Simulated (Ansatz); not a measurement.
Mulliken charges of C₂H₅NSi, SMILES `C=C1N[SiH2]1` from PBE/def2-TZVPP in Ansatz (PBE0-D4/def2-TZVP geometry).

```tsv
atom	x (Å)	y (Å)	z (Å)	charge (e)
C1	-0.085	1.280	-1.107	-0.263
C2	-0.062	0.330	-0.183	0.042
N3	0.783	-0.055	0.865	-0.301
Si4	-0.474	-1.209	0.676	0.324
H5	-0.897	1.330	-1.819	0.087
H6	0.696	2.032	-1.172	0.074
H7	1.778	0.092	0.915	0.154
H8	-0.200	-2.513	0.028	-0.062
H9	-1.450	-1.333	1.780	-0.054
```

Task: By hand: the dipole of these point charges (1 e Å = 4.8032 D).

Result: Σ q r = (-0.032, -0.190, 0.040) e Å, of length 0.197 e Å = 0.95 D.

Task: How does the dipole of the full density compare? (Best estimate.)

Result: Ansatz gave: (0.151, -0.247, 0.125) e Å, 1.51 D; the point charges give 0.63 times that, at 41° from its direction.

Point charges leave out the atoms' own dipoles, such as those of lone pairs, and Mulliken's split depends on the basis, so the two needn't agree.
